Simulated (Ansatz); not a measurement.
Calculated with Ansatz (gas phase, PBE0-D4/def2-TZVP geometries, no zero-point term in ΔE). CBS: MP2 limit from def2 TZ/QZ plus the TZ coupled-cluster correction, frozen cores. DFT in def2-TZVPP. For Br outer-core shells are correlated without core-valence functions, which leaves a few kJ/mol of doubt a bond. Scalar relativity is left out up to krypton. Each species was taken in one conformer, which may not be the lowest.

`O[Si]([SiH3])(Cl)Br` + `CO[CH2][AlH][SiH3]` → `CO[Si](O)(Cl)Br` + `[SiH3][CH2][AlH][SiH3]`  (redistribution)

| species | ωB97X-V energy (Eh) |
| --- | --- |
| `O[Si]([SiH3])(Cl)Br` | -3690.77431 |
| `CO[CH2][AlH][SiH3]` | -688.67115 |
| `CO[Si](O)(Cl)Br` | -3514.71017 |
| `[SiH3][CH2][AlH][SiH3]` | -864.81763 |

Problem. Work out ΔE.

Solution. ΔE = (-3514.71017) + (-864.81763) − (-3690.77431) − (-688.67115) = -0.08234 Eh = -51.7 kcal/mol. CCSD(T)/CBS gives -54.3 kcal/mol.

Largest T1 diagnostic among the species: 0.012.

From PBE to PBE0 (25 % exact exchange), in def2-TZVPP and without D4, ΔE moves by −3.8 kcal/mol.
